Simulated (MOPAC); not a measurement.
MOPAC input (MNDO):

```
MNDO 1SCF CHARGE=-1 GEO-OK AUX(PRECISION=9) THREADS=1
C3H3O

C    -0.39558600 1    1.04640100 1   -0.09293000 1
C    -1.18815400 1   -0.22778100 1    0.08963300 1
C     0.35181300 1   -0.04602400 1   -0.01412700 1
O     1.41250100 1   -0.69974200 1   -0.00038100 1
H    -0.51136400 1    2.11496200 1   -0.20352400 1
H    -1.74776200 1   -0.67517200 1   -0.74820000 1
H    -1.64931400 1   -0.47743000 1    1.05931900 1
```

From the output:

```
                                                       MOPAC v23.2.5 Linux

          FINAL HEAT OF FORMATION =          5.15920 KCAL/MOL =      21.58609 KJ/MOL

          COSMO AREA              =         91.64 SQUARE ANGSTROMS
          COSMO VOLUME            =         73.88 CUBIC ANGSTROMS

          IONIZATION POTENTIAL    =          2.210941 EV
          HOMO LUMO ENERGIES (EV) =         -2.211  8.051
          NO. OF FILLED LEVELS    =         11
          MOLECULAR WEIGHT        =         55.0561         POINT GROUP:  Cs

          MOLECULAR DIMENSIONS (Angstroms)

            Atom       Atom       Distance
            H     5    O     4     3.41542
            O     4    H     7     2.67274
            H     5    H     6     1.71205

          SCF CALCULATIONS        =          1

   ATOM   CHEMICAL          X               Y               Z
  NUMBER   SYMBOL      (ANGSTROMS)     (ANGSTROMS)     (ANGSTROMS)

     1       C         -0.39558600  *   1.04640100  *  -0.09293000  *
     2       C         -1.18815400  *  -0.22778100  *   0.08963300  *
     3       C          0.35181300  *  -0.04602400  *  -0.01412700  *
     4       O          1.41250100  *  -0.69974200  *  -0.00038100  *
     5       H         -0.51136400  *   2.11496200  *  -0.20352400  *
     6       H         -1.74776200  *  -0.67517200  *  -0.74820000  *
     7       H         -1.64931400  *  -0.47743000  *   1.05931900  *

                             CARTESIAN COORDINATES

   1    C       -0.395586000     1.046401000    -0.092930000
   2    C       -1.188154000    -0.227781000     0.089633000
   3    C        0.351813000    -0.046024000    -0.014127000
   4    O        1.412501000    -0.699742000    -0.000381000
   5    H       -0.511364000     2.114962000    -0.203524000
   6    H       -1.747762000    -0.675172000    -0.748200000
   7    H       -1.649314000    -0.477430000     1.059319000

           Empirical Formula: C3 H3 O  =     7 atoms

      MOLECULAR POINT GROUP   :   Cs

                  EIGENVALUES
 -36.29420 -30.48951 -17.84096 -13.42297 -10.01617  -9.38719  -8.24458  -6.91543
  -5.79911  -3.28251  -2.21094   8.05062   9.29941  10.08666  10.37151  10.85001
  10.89703  11.98031  14.51467

              NET ATOMIC CHARGES AND DIPOLE CONTRIBUTIONS

  ATOM NO.   TYPE          CHARGE      No. of ELECS.   s-Pop       p-Pop
    1          C          -0.548942        4.5489     1.21197     3.33697
    2          C          -0.133970        4.1340     1.21840     2.91557
    3          C           0.241604        3.7584     1.17410     2.58429
    4          O          -0.540446        6.5404     1.88785     4.65259
    5          H           0.072811        0.9272     0.92719
    6          H          -0.045529        1.0455     1.04553
    7          H          -0.045529        1.0455     1.04553
 DIPOLE           X         Y         Z       TOTAL
 POINT-CHG.    -0.550     0.060     0.023     0.553
 HYBRID        -0.728     0.285     0.008     0.782
 SUM           -1.278     0.345     0.032     1.324

          ATOMIC ORBITAL ELECTRON POPULATIONS

     Atom    s        px        py        pz
    1  C   1.21197   0.98550   0.86075   1.49073
    2  C   1.21840   0.99214   1.06766   0.85578
    3  C   1.17410   0.83829   0.93172   0.81429
    4  O   1.88785   1.33880   1.66831   1.64548
    5  H   0.92719
    6  H   1.04553
    7  H   1.04553

 **********************
 *                    *
 * JOB ENDED NORMALLY *
 *                    *
 **********************

 == MOPAC DONE ==
```

The dipole moment of an ion depends on the origin.

The geometry given is a B3LYP-D3(BJ)/def2-TZVP minimum.
